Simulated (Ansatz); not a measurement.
C2H7AlN2O, SMILES `[CH3][Al]([OH])[C](=N)N`. Charge 0, multiplicity 1.

Cartesian coordinates in Å:
```
C -2.078 0.620 -0.117
Al -0.401 -0.311 -0.438
O -0.158 -1.516 -1.613
C 1.217 0.128 0.599
N 1.218 1.080 1.464
N 2.353 -0.598 0.413
H -1.987 1.686 -0.347
H -2.897 0.222 -0.721
H -2.376 0.549 0.934
H -0.821 -1.853 -2.212
H 0.304 1.520 1.527
H 2.426 -1.232 -0.360
H 3.200 -0.296 0.871
```

Q: What are the harmonic wavenumbers in cm⁻¹ at PBE0-D4/def2-TZVP (Ansatz, finite differences of forces, unscaled)? (An estimate is asked.)

A: The calculation gave: 35, 57, 83, 165, 177, 250, 277, 345, 376, 391, 581, 593, 610, 650, 661, 725, 843, 867, 1115, 1161, 1223, 1390, 1441, 1443, 1611, 1641, 3041, 3116, 3131, 3509, 3577, 3739, 3964.

Q: Is this a minimum?

A: Yes, all 33 modes are real.

Q: Give the ideal-gas thermochemistry at 298.15 K and 1 bar (rigid rotor, harmonic oscillator; point group C1, symmetry number 1).

A: Zero-point energy 255.9 kJ/mol; H(298) − E = 283.4 kJ/mol; entropy 400.7 J/(mol·K), of which translation 166.5, rotation 116.2, vibration 118.0; G(298) − E = 163.9 kJ/mol. Modes under 100 cm⁻¹ are hindered rotations or soft bends, so the harmonic entropy is rough.

Q: And at 400, 500, 600, 800 and 1000 K?

A: 
| T (K) | H − E (kJ/mol) | S (J/mol/K) | G − E (kJ/mol) |
| --- | --- | --- | --- |
| 400 | 299.0 | 445.5 | 120.8 |
| 500 | 316.4 | 484.3 | 74.2 |
| 600 | 335.4 | 518.9 | 24.1 |
| 800 | 377.2 | 578.9 | -85.9 |
| 1000 | 422.8 | 629.7 | -206.9 |

Q: Rotational constants (cm⁻¹)?

A: 0.1261, 0.07119, 0.04593.
